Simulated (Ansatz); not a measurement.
This geometry of AlAsBFH6Si (11 atoms, charge 0, multiplicity 1) is a first-order saddle point.

Method: RKS PBE0-D4/def2-SVP in Ansatz 0.2.0.

```xyz
11
Properties=species:S:1:pos:R:3
F -1.881 -1.718 1.222
B -0.916 -0.908 0.801
Si 1.019 -1.576 0.754
Al -1.392 1.115 0.213
As -0.021 1.795 -1.517
H 1.770 -0.842 1.827
H 1.644 -1.189 -0.553
H 1.204 -3.047 0.963
H -2.464 2.201 0.649
H -0.002 3.105 -2.237
H 1.105 1.008 -2.102
```

Which two structures does it join? (They come from a converged band through this point; their orientation in space is the band's.)

No bond is made or broken. The height of As5 over the plane of its neighbours goes from 0.95 to -0.93 Å.

First end point:

```xyz
11
Properties=species:S:1:pos:R:3
F -1.695 -1.956 0.335
B -0.778 -0.998 0.463
Si 1.137 -1.556 0.951
Al -1.254 1.070 0.055
As -0.817 1.993 -2.162
H 1.793 -0.462 1.739
H 1.912 -1.689 -0.329
H 1.255 -2.839 1.712
H -1.872 2.058 1.146
H -0.059 3.172 -1.559
H 0.444 1.150 -2.332
```

Last end point:

```xyz
11
Properties=species:S:1:pos:R:3
F -1.716 -1.730 0.444
B -0.695 -0.883 0.559
Si 1.142 -1.626 1.088
Al -0.943 1.215 0.101
As 0.198 2.126 -1.855
H 1.791 -0.683 2.058
H 1.999 -1.624 -0.146
H 1.147 -3.004 1.673
H -1.644 2.260 1.084
H -1.022 2.951 -2.252
H -0.191 0.942 -2.734
```

How far does it lie above each of them?

11.2 kcal/mol above the first and 11.3 kcal/mol above the second. This is the barrier of this one path; another mechanism may lie lower.

The run took 10 min on 2 threads of Intel(R) Xeon(R) 6975P-C (Granite Rapids), on a shared host, peak memory 0.36 GiB.
